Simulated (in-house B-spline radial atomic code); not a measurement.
## OLYP excitations of the tantalum ion Ta⁵⁺

Method: OLYP. Computed with an all-electron radial atomic-structure program (B-spline basis): linear response of the closed shell [Xe] 4f14 with the functional's adiabatic kernel; scalar-relativistic (spin-free one-electron X2C), finite nucleus, no spin-orbit coupling, no double excitations, S, P, D and F terms only; shells from n = 3 respond. Only terms of natural parity with L up to 3 were computed.

Spin-orbit coupling is strong here, so these LS terms don't match observed levels.

Command:
```bash
python run_td.py task.json out
```
Settings (radii: box in bohr, nucleus in fm):
```
Z                        73
electrons                68
configuration            [Xe] 4f14
hamiltonian              x2c
method                   optx,lyp
box_radius               16.35
rms_radius               5.3507
intervals                70
```

Time taken, with all properties: 6.4 s on 1 thread of Arm Neoverse N1 (shared host).

The lowest states, in the order of their Tamm-Dancoff energies; the method's threshold (minus the highest occupied level) is 83.05 eV. Labels give the largest channel, * marks a mixed state, and oscillator strengths are full-response dipole values. Semilocal kernels can invert the small singlet-triplet splittings of Rydberg terms. Energies in eV:

| state | full response | Tamm-Dancoff | oscillator strength |
| --- | --- | --- | --- |
| 4f → 5d 3P | 28.021 | 28.070 | - |
| 4f → 5d 3F | 28.430 | 28.452 | - |
| 4f → 5d 1F | ? | ? | - |
| 4f → 5d 1P | 30.51 | 30.74 | 0.141 |
| 4f → 6s 3F | 35.04 | 35.05 | - |
| 4f → 6s 1F | 35.20 | 35.20 | - |
| 5p → 5d 3P | ? | ? | - |
| 5p → 5d 3F | 39.63 | 39.72 | - |
| 5p → 5d 1F | 41.91 | 41.95 | - |
| 4f → 6p 3D | 43.94 | 43.95 | - |
| 4f → 6p 1D | 44.26 | 44.27 | - |
| 5p → 6s 3P | 47.34 | 47.35 | - |
| 5p → 6s 1P* | 47.67 | 47.90 | 0.216 |

Q: Where does 4f → 5d 1F lie?

A: At 29.081 eV in full response, 29.091 eV in Tamm-Dancoff.

Q: Where does 5p → 5d 3P lie?

A: At 39.19 eV in full response, 39.29 eV in Tamm-Dancoff.

Q: How large is the singlet-triplet splitting of 4f → 5d (F terms) in Tamm-Dancoff?

A: 0.639 eV, from the unrounded values.

Q: What polarisabilities and dispersion coefficient does the method give?

A: Dipole 2.514 bohr³, quadrupole 3.548 bohr⁵, C6 10.42 hartree·bohr⁶ for two such species.
